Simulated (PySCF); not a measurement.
## Nd(49+): ionisation energy

Nd(49+) [Ne] 3s1 [3s1/2^1, M_J = 1/2] → Nd(50+) [Ne], as a difference of total energies. Calculation: PySCF 2.14, in an uncontracted even-tempered set (18 s from 13 bohr⁻², ratio 2.4; 14 p from 16 bohr⁻², ratio 2.4; 4 d from 52 bohr⁻², ratio 2.6; 4 f from 79 bohr⁻², ratio 2.6); the two-component X2C-1e Hamiltonian. Correlated levels: 1s2 frozen; the 54 highest virtual spinors dropped. "Screened" scales the spin-orbit matrix elements by Boettger's factors to mimic the two-electron term; Breit and QED terms are absent.

```tsv
method	ionisation energy (eV)
GHF (spin-free)	4303.7
GMP2 (spin-free)	4304.4
GHF (screened spin-orbit)	4303.5
GMP2 (screened spin-orbit)	4304.2
```

Breit and QED terms and the two-electron picture change are absent.

For comparison: 4302 ± 4 eV (theoretical estimate listed by NIST; NIST Atomic Spectra Database, ionization energies).
